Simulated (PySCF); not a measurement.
SMILES C(C)(C)[Si](Cl)(Cl)F, PBE0/def2-SVP optimised geometry.

```
14

C     -1.94    -0.09     0.02
C     -0.41    -0.06     0.00
C      0.14     0.75    -1.17
Si     0.29    -1.79     0.00
F     -0.18    -2.58    -1.33
Cl     2.34    -1.79     0.00
Cl    -0.37    -2.88     1.61
H     -2.34     0.93     0.08
H     -2.32    -0.65     0.89
H     -2.34    -0.56    -0.89
H     -0.05     0.39     0.94
H      1.24     0.80    -1.16
H     -0.17     0.33    -2.14
H     -0.24     1.79    -1.13
```

Density from PBE0/def2-TZVP in PySCF at that geometry.

Minimum of the electron density along straight lines between bonded atoms, close to the bond critical point (lines longer than 1.1 times the sum of covalent radii, or with two minima, are not listed):

```json
[
 {"bond": "C1–C2", "length / Å": "1.531", "ρ at the minimum / e bohr⁻³": "0.240", "∇²ρ there / e bohr⁻⁵": "-0.57", "position (fraction from the first atom)": "0.50"},
 {"bond": "C2–C3", "length / Å": "1.531", "ρ at the minimum / e bohr⁻³": "0.240", "∇²ρ there / e bohr⁻⁵": "-0.57", "position (fraction from the first atom)": "0.51"},
 {"bond": "C2–Si4", "length / Å": "1.863", "ρ at the minimum / e bohr⁻³": "0.133", "∇²ρ there / e bohr⁻⁵": "0.13", "position (fraction from the first atom)": "0.61"},
 {"bond": "Si4–F5", "length / Å": "1.617", "ρ at the minimum / e bohr⁻³": "0.134", "∇²ρ there / e bohr⁻⁵": "0.91", "position (fraction from the first atom)": "0.42"},
 {"bond": "Si4–Cl6", "length / Å": "2.051", "ρ at the minimum / e bohr⁻³": "0.102", "∇²ρ there / e bohr⁻⁵": "0.22", "position (fraction from the first atom)": "0.36"},
 {"bond": "Si4–Cl7", "length / Å": "2.051", "ρ at the minimum / e bohr⁻³": "0.102", "∇²ρ there / e bohr⁻⁵": "0.22", "position (fraction from the first atom)": "0.36"},
 {"bond": "C1–H8", "length / Å": "1.102", "ρ at the minimum / e bohr⁻³": "0.271", "∇²ρ there / e bohr⁻⁵": "-0.91", "position (fraction from the first atom)": "0.64"},
 {"bond": "C1–H9", "length / Å": "1.100", "ρ at the minimum / e bohr⁻³": "0.273", "∇²ρ there / e bohr⁻⁵": "-0.92", "position (fraction from the first atom)": "0.64"},
 {"bond": "C1–H10", "length / Å": "1.102", "ρ at the minimum / e bohr⁻³": "0.272", "∇²ρ there / e bohr⁻⁵": "-0.91", "position (fraction from the first atom)": "0.64"},
 {"bond": "C2–H11", "length / Å": "1.106", "ρ at the minimum / e bohr⁻³": "0.268", "∇²ρ there / e bohr⁻⁵": "-0.88", "position (fraction from the first atom)": "0.64"},
 {"bond": "C3–H12", "length / Å": "1.100", "ρ at the minimum / e bohr⁻³": "0.273", "∇²ρ there / e bohr⁻⁵": "-0.92", "position (fraction from the first atom)": "0.64"},
 {"bond": "C3–H13", "length / Å": "1.102", "ρ at the minimum / e bohr⁻³": "0.272", "∇²ρ there / e bohr⁻⁵": "-0.91", "position (fraction from the first atom)": "0.64"},
 {"bond": "C3–H14", "length / Å": "1.102", "ρ at the minimum / e bohr⁻³": "0.271", "∇²ρ there / e bohr⁻⁵": "-0.91", "position (fraction from the first atom)": "0.64"}
]
```
